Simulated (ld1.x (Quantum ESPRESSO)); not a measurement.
# Configuration tests for lutetium (PAW)

Lu, PAW, made with ld1.x (Quantum ESPRESSO) 7.5 (PBE, scalar-relativistic). Core [Xe], reference 4f14 5d1 6s2 6p0. Waves: 6s (bound): rcut 2.50, rcutus 3.30 bohr; 6s channel at 0.65 Ry: rcut 2.50, rcutus 3.30 bohr; 6p (bound, empty): rcut 3.00, rcutus 3.30 bohr; 6p channel at 5.05 Ry: rcut 3.00, rcutus 3.30 bohr; 5d (bound): rcut 2.15, rcutus 2.30 bohr; 5d channel at 0.2 Ry: rcut 2.15, rcutus 2.30 bohr; 4f (bound): rcut 0.85, rcutus 1.20 bohr; 4f channel at 1.45 Ry: rcut 0.85, rcutus 1.20 bohr. Local part: all-electron potential smoothed inside 2.15 bohr (lloc = -1). Core correction: Bessel-smoothed model core, default radius (core density twice the valence density). Augmentation charge: PSQ, inside the norm-conserving radii.

Energies are relative to the spin-unpolarised reference configuration 4f14 5d1 6s2 6p0; without spin polarisation the order of configurations can differ from experiment. The frozen-core shift is the all-electron ΔE with the core orbitals held at their reference shape minus the fully relaxed ΔE.

```csv
valence configuration,charge,ΔE all-electron (eV),error AE − PS (meV),frozen-core shift (meV)
4f14 5d1 6s1 6p0,+1,7.365,-5.2,+5.0
4f14 5d1 6s0 6p0,+2,20.644,-31,+31
4f14 5d0 6s0 6p0,+3,40.601,-280,+279
4f14 5d2 6s1 6p0,0,3.006,-13,+12
4f14 5d1.5 6s1.5 6p0,0,1.481,-4.4,+4.4
4f14 5d1 6s0 6p2,0,7.030,-16,+12
```

Task: What are ΔE and the potential's error for 4f14 5d1 6s0 6p1?

Result: ΔE = 11.612 eV all-electron; the error (AE − PS) is -17 meV.

Note: ghost states, extra bound levels that the all-electron valence spectrum of the same l lacks: s at -24.8 eV, p at -3.0 eV. A true bound ghost makes a file unfit for plane-wave use.
